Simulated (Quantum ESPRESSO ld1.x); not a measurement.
The mean radii <r> (bohr) of the occupied orbitals of an atom or ion are listed with their occupations. Calculated with ld1.x of Quantum ESPRESSO 7.5: Dirac Kohn-Sham, revPBE, spin-unpolarised, spherical densities, point nucleus.

| orbital | occ. | <r> |
|---|---|---|
| 1s1/2 | 2 | 0.01631 |
| 2s1/2 | 2 | 0.06805 |
| 2p1/2 | 2 | 0.05589 |
| 2p3/2 | 4 | 0.06469 |
| 3s1/2 | 2 | 0.1770 |
| 3p1/2 | 2 | 0.1674 |
| 3p3/2 | 4 | 0.1835 |
| 3d3/2 | 4 | 0.1595 |
| 3d5/2 | 6 | 0.1644 |
| 4s1/2 | 2 | 0.3914 |
| 4p1/2 | 2 | 0.3931 |
| 4p3/2 | 4 | 0.4274 |
| 4d3/2 | 4 | 0.4333 |
| 4d5/2 | 6 | 0.4444 |
| 5s1/2 | 2 | 0.8782 |
| 4f5/2 | 6 | 0.4645 |
| 4f7/2 | 8 | 0.4710 |
| 5p1/2 | 2 | 0.9417 |
| 5p3/2 | 4 | 1.035 |
| 5d3/2 | 4 | 1.315 |
| 5d5/2 | 6 | 1.359 |

Name the element and its charge. Open shells, if any, fill j = l - 1/2 first.

Answer. Z = 81, thallium, charge +3: Tl3+ in [Xe] 4f14 5d10. The 1s radius gives Z: for a bare nucleus <r> = (2 gamma + 1)/(2Z) with gamma = sqrt(1 - (Z/c)^2), 0.01613 bohr for Z = 81, and screening makes it slightly larger (0.01631 here). The occupations add up to 78, and the charge is Z minus that.
